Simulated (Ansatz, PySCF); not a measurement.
Process, species as SMILES: F[SiH2][SiH](F)F -> F[SiH2][Si](F)F + H atom (the H-Si bond at the site shown breaks; other sites are not compared here)
Structures are relaxed separately at B3LYP-D3(BJ)/def2-TZVP in Ansatz (a program for electronic structure), one conformer each, not searched for the lowest.

Quantity: bond dissociation energy (enthalpy at 298 K, with B3LYP-D3(BJ) rigid-rotor harmonic-oscillator terms from PySCF), in eV. Cores are frozen in the correlated levels unless marked. UHF or UKS for open shells. Spin-orbit coupling is left out. Non-relativistic unless marked X2C. Basis-set limits of correlation are two-point, X^-3; Hartree-Fock from the larger set.

```json
[
 {"level": "PBE/def2-TZVPD", "program": "Ansatz", "bond dissociation energy (eV)": "(withheld)"},
 {"level": "revPBE-D3(BJ)/def2-TZVPD", "program": "Ansatz + dftd3", "bond dissociation energy (eV)": "3.61"},
 {"level": "r2SCAN-D4/def2-TZVPD", "program": "Ansatz + dftd4", "bond dissociation energy (eV)": "(withheld)"},
 {"level": "PBE0/STO-3G", "program": "Ansatz", "bond dissociation energy (eV)": "4.57"},
 {"level": "PBE0/6-31G*", "program": "Ansatz", "bond dissociation energy (eV)": "3.82"},
 {"level": "PBE0/def2-TZVP", "program": "Ansatz", "bond dissociation energy (eV)": "3.75"},
 {"level": "BHLYP/def2-TZVPD", "program": "Ansatz", "bond dissociation energy (eV)": "(withheld)"},
 {"level": "HSE06-D4/def2-TZVPD", "program": "Ansatz + dftd4", "bond dissociation energy (eV)": "3.75"},
 {"level": "B2PLYP-D3(BJ)/def2-TZVPD", "program": "Ansatz + dftd3", "bond dissociation energy (eV)": "3.87"},
 {"level": "X2C-CCSD(T)/cc-pVTZ-DK", "program": "Ansatz", "bond dissociation energy (eV)": "3.95"},
 {"level": "CCSD(T) with core electrons (1s frozen past Ne)/cc-pwCVTZ", "program": "Ansatz", "bond dissociation energy (eV)": "(withheld)"},
 {"level": "CCSD(T)/CBS(cc-pV(T+d)Z,cc-pV(Q+d)Z)", "program": "Ansatz", "bond dissociation energy (eV)": "4.04"}
]
```

Q: Complete the blanks.

A: 
- PBE/def2-TZVPD, bond dissociation energy (eV): 3.64
- r2SCAN-D4/def2-TZVPD, bond dissociation energy (eV): 3.76
- BHLYP/def2-TZVPD, bond dissociation energy (eV): 3.93
- CCSD(T) with core electrons (1s frozen past Ne)/cc-pwCVTZ, bond dissociation energy (eV): 4.00
